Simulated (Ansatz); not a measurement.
`N[Si](F)(F)F`, charge 0, multiplicity 1.

Problem. Give a relaxed structure at PBE0-D4/def2-TZVP (the Gaussian-basis code of Ansatz). (Estimate.)

Solution. Computed: 
Cartesian coordinates in Å:
```
N -0.101 0.992 -0.335
Si 0.058 -0.603 0.142
F 0.178 -0.847 1.697
F 1.365 -1.213 -0.487
F -1.204 -1.420 -0.323
H 0.686 1.614 -0.397
H -0.981 1.477 -0.297
```
Point group Cs.
